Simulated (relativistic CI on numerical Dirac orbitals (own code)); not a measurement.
# Hyperfine structure of Cr8+, mass number 53

Method of calculation: Dirac-Coulomb-Breit CI, KLI orbitals optimised for each configuration, model QED (radiative potential, 1s self-energy scaled to tabulated hydrogen-like ionisation energies), unscaled Slater integrals (own radial code, finite nucleus).

CI space (outside the closed core [Ne]): 3s2 3p4, 3s 3p5, 3p6, 3s2 3p3 3d, 3s 3p4 3d, 3p5 3d, 3s 3p3 3d2, 3s2 3p3 4s, 3s2 3p3 4p, 3s2 3p2 3d 4p, 3p5 4s, 3s2 3p3 4d, 3p5 4p, 3s2 3p2 3d2, 3s2 3p 3d3, 3s 3p2 3d3, 3s2 3p 3d2 4s, 3s2 3p 3d2 4p, 3s2 3p 3d2 4d, 3s2 3p2 3d 4s, 3s 3p2 3d2 4s, 3s2 3p 3d 4s2, 3s2 3p 3d 4s 4p, 3s2 3p 3d 4s 4d. Double excitations out of closed p, d and f shells are left out; levels of such configurations are missing from the list, as are those of other unlisted configurations, and high levels can miss mixing partners.

Nuclear spin I = 3/2, μ = -0.47431 μN, Q = -0.15 b (tables of Stone and Pyykkö). The electronic factors are computed for point nuclear moments, without core polarisation or the Bohr-Weisskopf and QED corrections.

```tsv
Level	E (eV)	A (MHz)	B (MHz)
3s2 3p4 3P_2	0.0000	-975.8	-738
3s2 3p4 3P_1	0.9569	2.429	387
3s2 3p4 1D_2	4.0382	-1810	1520
3s 3p5 3P°_2	29.2069	-4090	707
3s 3p5 3P°_1	29.9809	-4352	-359
3s 3p5 1P°_1	38.1599	-2002	582
3s2 3p3 3d 5D°_1	40.7083	-190.7	47.7
3s2 3p3 3d 5D°_2	40.7265	-200.6	27.4
```

Levels with J = 0, under 50 % of one LS term, or S terms without an open s electron are left out. Small factors come from cancelling terms and can be off by tens of per cent or more.

At this charge configurations can still be misplaced by up to about 7 % of their energy.

Q: Give the hyperfine levels of 3s2 3p4 3P_2 relative to its centre of gravity.

A: With K = F(F + 1) − I(I + 1) − J(J + 1), E = AK/2 + B[¾K(K + 1) − I(I + 1)J(J + 1)]/[2I(2I − 1)J(2J − 1)]: F = 1/2: 3745, F = 3/2: 2927, F = 5/2: 949.3, F = 7/2: -3112 MHz.

LS names give the leading component of a level, which can be under half, so a name can repeat, a term be missing and a line seem to break the LS rules.
